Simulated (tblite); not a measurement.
C3H8BrOSi (doublet state).
Atom-mapped SMILES: `[CH3:1][CH:2][CH2:3][O:4][SiH2:5][Br:6]` (hydrogens: H7, H8, H9 on C1; H10 on C2; H11, H12 on C3; H13, H14 on Si5)

Cartesian coordinates in Å at the GFN2-xTB level; atoms count from 1:
```xyz
14
C3H8BrOSi angstrom
C      1.8448    0.7618   -0.1217
C      1.2923   -0.4449    0.5173
C      0.1273   -1.1575   -0.0292
O     -1.0821   -0.6909    0.5939
Si    -2.3201    0.1786    0.0743
Br    -1.5858    1.6926   -1.3707
H      1.5035    1.6719    0.3867
H      2.9343    0.7676   -0.0550
H      1.5430    0.8377   -1.1638
H      1.6070   -0.6907    1.5181
H      0.0513   -1.0090   -1.1109
H      0.1652   -2.2304    0.1914
H     -3.2877   -0.5883   -0.6949
H     -2.7936    0.8861    1.2423
```

Computed values, GFN2-xTB/tblite, gas phase, harmonic and unscaled. Errors from tens to a few hundred cm⁻¹ against measured bands are possible. Modes of hydrogen on silicon can be 10 to 20 % off. One conformer, not necessarily the lowest. Open shells enter through the occupations alone, without spin polarisation, and single modes of such species can be off by tens of per cent. The optimisation stopped once no atom felt more than 0.01 eV/Å.

Lowest wavenumbers of the output (negative numbers stand for imaginary wavenumbers):
```
mode    cm-1
  1     -21.5
  2      39.6
  3      68.7
  4      82.9
  5     113.1
  6     266.5
  7     324.9
  8     401.1
```

Question: Is this structure a minimum?

Answer: Not by this Hessian. 1 mode is imaginary beyond 20i (22i cm⁻¹), so at this level the point lies at or near a first-order saddle. The curvature is small, so loose convergence or finite differences may be the whole cause.

Question: Which atoms move in the imaginary mode?

Answer: 22i: C1 (carbon bonded to C and 3 H) 22 %, H7 (hydrogen on carbon) 13 %, Si5 (silicon bonded to Br, O and 2 H) 13 %, Br6 (bromine bonded to Si) 10 %. These are shares of the mass-weighted motion.

Question: What is the remedy?

Answer: Step along that mode in both directions, optimise again with tighter thresholds and repeat the frequencies. The zero-point energy of this point (63.0 kcal/mol) counts the 35 real modes alone, and thermal corrections from it aren't those of a minimum.
